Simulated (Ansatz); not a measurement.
Computed with Ansatz on PBE0-D4/def2-TZVP structures; ΔE is electronic, products minus reactants. CCSD(T)/CBS adds triple-zeta CCSD(T) − MP2 to the extrapolated MP2 energy (def2 sets, frozen cores). This one scheme is used for every species. Functionals use def2-TZVPP. B3LYP here is the variant with VWN-RPA as its local correlation; programs differ in this. HSE06 is defined as in plane-wave codes. Each species was taken in one conformer, which may not be the lowest.

`O=C[SiH](Cl)O[SiH3]` + `[NH2][AlH][NH2]` → `O=C[SiH2]Cl` + `[NH2][Al]([NH2])[O][SiH3]`  (redistribution)

| level | ΔE (kJ/mol) | difference from CCSD(T)/CBS |
| --- | --- | --- |
| LDA (SPW92) | -25.1 | 6.1 |
| PBE-D4 | -29.4 | 1.8 |
| revPBE-D4 | -27.1 | 4.1 |
| BLYP-D4 | -28.8 | 2.4 |
| r2SCAN-D4 | -32.2 | -1.0 |
| PBE0-D4 | -30.4 | 0.8 |
| B3LYP-D4 | -30.0 | 1.2 |
| r2SCAN0-D4 | -32.3 | -1.1 |
| HSE06-D4 | -30.5 | 0.7 |
| BHLYP-D4 | -29.9 | 1.3 |
| ωB97X-V | -28.6 | 2.6 |
| ωB97M-V | -27.3 | 3.9 |
| B2PLYP | -34.9 | -3.7 |
| PBE-QIDH | -32.5 | -1.3 |
| PBE | -34.0 | -2.8 |
| revPBE | -38.3 | -7.1 |
| BLYP | -38.6 | -7.4 |
| r2SCAN | -33.2 | -2.0 |
| PBE0 | -34.4 | -3.2 |
| B3LYP | -37.5 | -6.3 |
| r2SCAN0 | -33.6 | -2.4 |
| HSE06 | -34.3 | -3.1 |
| BHLYP | -35.9 | -4.7 |
| CAM-B3LYP | -34.2 | -3.0 |
| LC-ωPBE | -34.7 | -3.5 |
| RPA@PBE/def2-TZVPP | -30.9 | 0.3 |
| HF/def2-SVP | -43.9 | -12.7 |
| MP2/def2-SVP | -36.6 | -5.4 |
| CCSD/def2-SVP | -38.9 | -7.7 |
| CCSD(T)/def2-SVP | -36.8 | -5.6 |
| HF/def2-TZVPP | -36.3 | -5.1 |
| MP2/def2-TZVPP | -31.7 | -0.5 |
| SCS-MP2/def2-TZVPP | -33.0 | -1.8 |
| CCSD/def2-TZVPP | -33.5 | -2.3 |
| CCSD(T)/def2-TZVPP | -31.8 | -0.6 |
| HF/def2-QZVPP | -36.5 | -5.3 |
| MP2/def2-QZVPP | -31.5 | -0.3 |
| HF/CBS(def2) | -36.5 | -5.3 |
| MP2/CBS(def2) | -31.2 | 0.0 |
| CCSD/CBS(def2) | -33.0 | -1.8 |
| CCSD(T)/CBS | -31.2 | 0 |

Largest T1 diagnostic among the species: 0.014.

The D4 term adds +7.6 kJ/mol with B3LYP and +4.0 kJ/mol with PBE0; it sums over pairs of atoms, weighted by their polarisabilities, and B3LYP, whose exchange is more repulsive, gets the larger term. Leaving LDA and LC-ωPBE aside and taking each functional with its dispersion term where it has one, the values, not all of them listed here, spread over 14.7 kJ/mol, from B2PLYP to B97M-V. LDA lies +9.0 kJ/mol from PBE without D4.
